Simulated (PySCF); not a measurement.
# Basis-set dependence of population analyses: `COCOBN`

C₂H₈BNO₂.
Structure used (PBE0-D3(BJ)/def2-SVP), in Å, numbered top down from 1:
```
atom  x, y, z in Å
C1    -2.3175    0.1371   -0.6464
O2    -1.5339    1.2745   -0.4091
C3    -0.1908    1.0176   -0.2960
O4     0.0705    0.2279    0.8260
B5     1.3286   -0.1847    1.1643
N6     2.4782    0.1471    0.4278
H7    -2.2790   -0.5702    0.1986
H8    -1.9912   -0.3944   -1.5622
H9    -3.3533    0.4742   -0.7852
H10    0.3074    1.9998   -0.2063
H11    0.1893    0.4988   -1.2067
H12    1.4307   -0.8713    2.1543
H13    3.3910   -0.1781    0.7119
H14    2.4945    0.7148   -0.4083
```

PBE0 throughout (PySCF), one geometry, spherical d and f functions. The structure is a single PBE0-D3(BJ)/def2-SVP conformer in the gas phase; no vibrational or solvent corrections. Atoms taken as equivalent share a column and are averaged. The first 7 of 10 kinds of atom are listed.

Mulliken charges (e):

```tsv
basis	functions	C1	O2	C3	O4	B5	N6	H7/H8/H9
STO-3G	38	-0.131	-0.211	+0.068	-0.262	+0.278	-0.481	+0.085
6-31G	70	-0.242	-0.506	+0.151	-0.548	+0.557	-0.873	+0.175
pcSseg-0	70	-0.316	-0.674	+0.216	-0.682	+0.598	-0.882	+0.225
6-31G*	100	-0.277	-0.463	+0.154	-0.429	+0.375	-0.820	+0.174
cc-pVDZ	124	+0.053	-0.306	+0.256	-0.210	-0.019	-0.063	+0.042
def2-SVP	124	+0.111	-0.385	+0.320	-0.276	+0.042	-0.171	+0.040
6-311+G(2d,p)	210	-0.284	-0.303	+0.008	-0.643	+0.749	-0.725	+0.146
aug-cc-pVDZ	210	+0.721	-0.543	+1.240	-0.430	-0.328	-0.043	-0.160
def2-TZVP	234	-0.224	-0.271	+0.060	-0.282	+0.185	-0.511	+0.125
IGLO-III	290	-0.218	-0.275	+0.025	-0.395	+0.506	-0.544	+0.127
cc-pVTZ	292	-0.113	-0.237	+0.154	-0.219	+0.055	-0.257	+0.082
pcSseg-2	328	+0.123	-0.402	+0.381	-0.513	+0.530	-0.465	+0.034
```

IAO charges (e):

```
        basis  functions      C1      O2      C3      O4      B5      N6  H7/H8/H9
       STO-3G         38  -0.264  -0.213  +0.003  -0.268  +0.188  -0.488    +0.130
        6-31G         70  -0.246  -0.348  +0.095  -0.391  +0.239  -0.591    +0.148
     pcSseg-0         70  -0.227  -0.350  +0.116  -0.384  +0.218  -0.551    +0.142
       6-31G*        100  -0.205  -0.368  +0.151  -0.409  +0.272  -0.590    +0.136
      cc-pVDZ        124  -0.204  -0.364  +0.152  -0.402  +0.245  -0.578    +0.135
     def2-SVP        124  -0.195  -0.364  +0.155  -0.399  +0.246  -0.568    +0.132
6-311+G(2d,p)        210  -0.213  -0.380  +0.148  -0.414  +0.261  -0.611    +0.141
  aug-cc-pVDZ        210  -0.211  -0.378  +0.150  -0.411  +0.254  -0.608    +0.140
    def2-TZVP        234  -0.210  -0.379  +0.153  -0.416  +0.265  -0.609    +0.140
     IGLO-III        290  -0.213  -0.380  +0.150  -0.415  +0.263  -0.613    +0.141
      cc-pVTZ        292  -0.212  -0.377  +0.152  -0.414  +0.263  -0.606    +0.140
     pcSseg-2        328  -0.211  -0.379  +0.153  -0.416  +0.266  -0.612    +0.140
```

Some averages cover members that differ in this geometry, most widely: H7/H8/H9, Mulliken in aug-cc-pVDZ -0.297 to -0.091; H7/H8/H9, Mulliken in cc-pVTZ +0.052 to +0.106; H7/H8/H9, Mulliken in IGLO-III +0.096 to +0.144; H7/H8/H9, Mulliken in 6-31G +0.145 to +0.192 e.

Which scheme is steadiest as the basis changes?

Largest range over the bases for any column: IAO 0.17 e, Mulliken 1.23 e. IAO charges move least and Mulliken charges most, counted in e. Without the minimal STO-3G basis the ranges are IAO 0.06, Mulliken 1.23 e.

How much do the charges still move between the two largest bases, cc-pVTZ and pcSseg-2?

At most, over all atoms: Mulliken 0.475 e, IAO 0.005 e.

What do the same runs give for the total energy, the frontier levels and the dipole moment?

```csv
basis,energy (Eh),HOMO (eV),LUMO (eV),μ (D)
STO-3G,-306.7578,-4.53,5.30,2.45
6-31G,-310.6781,-7.56,1.73,3.14
pcSseg-0,-310.0604,-7.64,1.68,3.26
6-31G*,-310.7751,-7.53,1.89,2.62
cc-pVDZ,-310.8016,-7.57,1.60,2.58
def2-SVP,-310.5581,-7.67,1.55,2.72
"6-311+G(2d,p)",-310.8858,-7.87,-0.03,2.52
aug-cc-pVDZ,-310.8292,-7.84,-0.24,2.46
def2-TZVP,-310.9124,-7.83,0.84,2.48
IGLO-III,-310.9203,-7.85,0.46,2.47
cc-pVTZ,-310.9031,-7.78,1.03,2.49
pcSseg-2,-310.9153,-7.87,0.41,2.50
```

The dipole is fixed by the density alone, so its range of 0.81 D shows that the density itself changes with the basis, not only its division among atoms.
